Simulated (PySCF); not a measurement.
## Computed structure and properties of Bi(BH4)3

System: Bi(BH4)3 (singlet); start: displaced along the imaginary mode (C3). Method: PySCF 2.14.0, RKS PBE0, Bi def2-SVP with ECP60, B def2-SVP, H def2-SVP; non-relativistic Hamiltonian with scalar-relativistic core potentials where named; density fitting; no spin-orbit coupling.

Input of the relaxation:

```python
mol = gto.M(atom='''
Bi     0.00000     0.00000     0.01169
B      2.48859     0.03867    -0.04517
H      3.69814    -0.03958    -0.25000
H      2.11806    -0.64746     0.93893
H      1.89336    -0.48838    -1.06832
H      2.10414     1.21929     0.06459
B     -1.27779     2.13585    -0.04517
H     -1.81479     3.22247    -0.25000
H     -0.49831     2.15802     0.93893
H     -0.52373     1.88388    -1.06832
H     -2.10801     1.21259     0.06459
B     -1.21080    -2.17452    -0.04517
H     -1.88335    -3.18289    -0.25000
H     -1.61974    -1.51056     0.93893
H     -1.36963    -1.39550    -1.06832
H      0.00387    -2.43189     0.06459''',
    basis={'Bi': 'def2-SVP', 'B': 'def2-SVP', 'H': 'def2-SVP'},
    ecp={'Bi': 'def2-SVP'},
    charge=0, spin=0)
mf = dft.RKS(mol, xc='PBE0')
mf.grids.atom_grid = (50, 194)
mf = mf.density_fit()  # fitting sets: Bi def2-universal-JKFIT, B def2-universal-JKFIT, H def2-universal-JKFIT
mf.conv_tol = 1e-08; mf.max_cycle = 55
mf.kernel(dm0)  # dm0: converged density of the start geometry
# quasi-Newton relaxation in Cartesian coordinates to a largest gradient under 0.00045 Eh/bohr, steps kept in the point group
```

Run from Python with OMP_NUM_THREADS=2; the lines above give its settings. Where DIIS fails, smearing, a level shift and second-order steps follow.
It took 2.4 min on 2 threads of Arm Neoverse V1, with other jobs on the host, from the converged density of the start.

Course of the relaxation:

```
step  energy above end (eV)  largest force component within the symmetry (eV/Å)
   0                 0.5990                                               0.426
   1                 0.5409                                               0.328
   2                 0.4189                                               0.497
   3                 0.3360                                               0.817
   4                 0.2458                                               0.775
   5                 0.1583                                               0.404
   6                 0.1229                                               0.513
   7                 0.0991                                               0.327
  18                 0.0021                                               0.038
  19                 0.0010                                               0.041
  20                 0.0004                                               0.033
  21                 0.0002                                               0.014
  22                 0.0001                                               0.008
  23                 0.0000                                               0.009
```
(The steps between are left out.)

Relaxed geometry (C3):

```xyz
16

Bi    0.0000    0.0000    0.6818
B     2.3870    0.0135   -0.0355
H     3.1410    0.1135   -0.9845
H     2.6206   -0.8730    0.7690
H     1.3946   -0.3472   -0.7996
H     2.1887    1.1235    0.4673
B    -1.2052    2.0604   -0.0355
H    -1.6688    2.6634   -0.9845
H    -0.5543    2.7060    0.7690
H    -0.3966    1.3814   -0.7996
H    -2.0674    1.3337    0.4673
B    -1.1818   -2.0739   -0.0355
H    -1.4722   -2.7769   -0.9845
H    -2.0663   -1.8330    0.7690
H    -0.9980   -1.0342   -0.7996
H    -0.1214   -2.4573    0.4673
```

```
      contact      Å
 Bi1–H5 (BH4)  2.064
Bi1–H10 (BH4)  2.064
Bi1–H15 (BH4)  2.064
```

On the finer grid (75, 302):

| Property | Result |
| --- | --- |
| HOMO | -8.64 eV |
| LUMO | -2.37 eV |
| Dipole about the centre of mass | 1.62 D |
| Set of Mulliken populations of Bi1 outside the core potential | s 3.97, p 8.09, d 10.28 |
| D3(BJ) dispersion energy (not in the energies) | -0.325 eV |

```
atom  Mulliken (e)  Löwdin (e)  spin (e)
 Bi1          0.67        1.08      0.00
  B2         -0.34       -0.46      0.00
  H3          0.05        0.03      0.00
  H4          0.03       -0.01      0.00
  H5          0.04        0.07      0.00
  H6          0.01        0.01      0.00
  B7         -0.34       -0.46      0.00
  H8          0.05        0.03      0.00
  H9          0.03       -0.01      0.00
 H10          0.04        0.07      0.00
 H11          0.01        0.01      0.00
 B12         -0.34       -0.46      0.00
 H13          0.05        0.03      0.00
 H14          0.03       -0.01      0.00
 H15          0.04        0.07      0.00
 H16          0.01        0.01      0.00
```

On the grid (50, 194), as all that follows. Harmonic modes: a minimum; lowest 94 cm⁻¹ (negative: unstable), highest 2586 cm⁻¹, zero-point energy 3.053 eV.

Taking off one BH4 (charge -1, singlet; the rest: singlet) in vacuum, both parts rigid, costs 7.94 eV; the small basis without counterpoise inflates it. Most of it is the attraction of opposite charges; other ways to part are cheaper, and one spin state was tried for the rest.

Rigid scan of BH4 along the line from its metal:

```
distance to B2 (Å)  energy (eV)
              2.19        0.644
              2.29        0.253
              2.39        0.056
              2.49        0.000
              2.59        0.044
```

One start shape was tried, so this needn't be the lowest isomer.
